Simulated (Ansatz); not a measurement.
Basis sets compared for BEt3 (C₆H₁₅B). The state is a singlet with charge 0. Geometry PBE-D4/def2-SVP. Ansatz on 4 threads of Arm Neoverse V1 on a shared host; times are rough, and most runs start from earlier orbitals.

```xyz
22

B     0.075    0.215    0.058
C     0.243    1.574    0.856
C     0.897    1.250    2.219
C    -1.209   -0.676    0.310
C    -2.255   -0.289   -0.764
C     1.176   -0.185   -1.004
C     1.189   -1.606   -1.574
H    -0.742    2.058    1.039
H     0.878    2.309    0.314
H     1.027    2.159    2.842
H     0.286    0.534    2.808
H     1.902    0.794    2.093
H    -1.647   -0.499    1.316
H    -0.997   -1.764    0.227
H    -3.200   -0.856   -0.642
H    -2.512    0.790   -0.715
H    -1.884   -0.488   -1.792
H     2.176    0.094   -0.596
H     1.036    0.563   -1.825
H     1.980   -1.752   -2.338
H     1.361   -2.360   -0.778
H     0.221   -1.864   -2.053
```

Another isomer (singlet) lies 0.20 eV lower at PBE0-D4/def2-TZVP; other spin states weren't run for this one.

Binding counts from free atoms (B doublet, C triplet, H doublet) in the same basis, without a counterpoise term.

```json
{"level": "PBE-D4/def2-SVP", "functions": "173", "energy (Eh)": "-261.9589", "HOMO (eV)": "-6.44", "LUMO (eV)": "-1.21", "binding per atom (eV)": "4.19", "wall time": "2.3 s"}
{"level": "PBE0-D4/def2-SVP", "functions": "173", "energy (Eh)": "-262.0228", "HOMO (eV)": "-7.83", "LUMO (eV)": "-0.23", "binding per atom (eV)": "4.16", "wall time": "3.1 s"}
```

**Question.** Estimate the rows for PBE-D4/def2-TZVP (with forces), PBE0-D4/def2-TZVP.

**Answer.** 
```
                         level  functions  energy (Eh)  HOMO (eV)  LUMO (eV)  binding per atom (eV)  wall time
PBE-D4/def2-TZVP (with forces)        307    -262.2409      -6.53      -1.34                   4.16        6 s
             PBE0-D4/def2-TZVP        307    -262.2962      -7.86      -0.34                   4.12        8 s
```
